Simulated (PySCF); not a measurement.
CH3OS, SMILES O=[S]C, multiplicity 2.

The structure is a stationary point at ωB97X-D3(BJ)/def2-TZVP. The isomer is the one that the SMILES or the coordinates give; other isomers of the formula were not compared.

All values below come from TDA-B3LYP/def2-SVPD in PySCF.

Vertical excitations. The molecule is in vacuum.

| state | energy (eV) | λ (nm) | f | main pairs |
|---|---|---|---|---|
| root 1 | 2.31 | 536 | 0.001 | β HOMO→LUMO 99 % |
| root 2 | 5.09 | 244 | 0.000 | α HOMO→LUMO 70 %, α HOMO→LUMO+1 26 % |
| root 3 | 5.28 | 235 | 0.041 | β HOMO−1→LUMO 87 % |
| root 4 | 5.36 | 231 | 0.000 | β HOMO−2→LUMO 90 % |
| root 5 | 5.71 | 217 | 0.005 | α HOMO→LUMO+1 69 %, α HOMO→LUMO 27 % |
| root 6 | 6.02 | 206 | 0.007 | α HOMO→LUMO+2 91 % |
| root 7 | 6.16 | 201 | 0.001 | α HOMO−1→LUMO 28 %, α HOMO−1→LUMO+1 10 %, β HOMO→LUMO+1 29 %, β HOMO→LUMO+2 26 % |
| root 8 | 6.84 | 181 | 0.004 | α HOMO−1→LUMO+1 15 %, α HOMO−1→LUMO+2 6 %, β HOMO→LUMO+1 31 %, β HOMO→LUMO+2 31 %, β HOMO→LUMO+3 7 % |
| root 9 | 6.86 | 181 | 0.023 | α HOMO→LUMO+3 93 % |
| root 10 | 6.92 | 179 | 0.022 | α HOMO−1→LUMO 26 %, α HOMO−1→LUMO+1 25 %, β HOMO→LUMO+2 29 %, β HOMO→LUMO+1 8 % |
Unrestricted roots are not spin-pure.
